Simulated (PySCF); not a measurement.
A run for PySCF: R-M06-2X/6-31G* on silylarsine (SMILES [SiH3][AsH2]), a point of a torsion scan.

```python
from pyscf import gto, scf, dft, mp
from pyscf.data.elements import chemcore

mol = gto.M(
    atom='''
    Si   -0.83186356    0.05180233   -0.03040013
    As    1.48666176   -0.14180134   -0.01120956
    H    -1.51067019   -0.87016127   -0.94858911
    H    -1.24806819    1.41493274   -0.38055908
    H    -1.34815556   -0.23364500    1.31588169
    H     1.63571119    0.66631962   -1.26781999
    H     1.47542251   -1.39532037   -0.83583847
    ''',
    basis='6-31g*',
    cart=True,
    charge=0, spin=0, verbose=3, max_memory=1800)
mf = dft.RKS(mol, xc='m062x')
mf.conv_tol = 1e-8
mf.max_cycle = 100
mf.kernel()
if not mf.converged:
    mf = mf.newton().run(mf.mo_coeff, mf.mo_occ)
```

Give the final energy of this run.

-2528.0172 hartree.
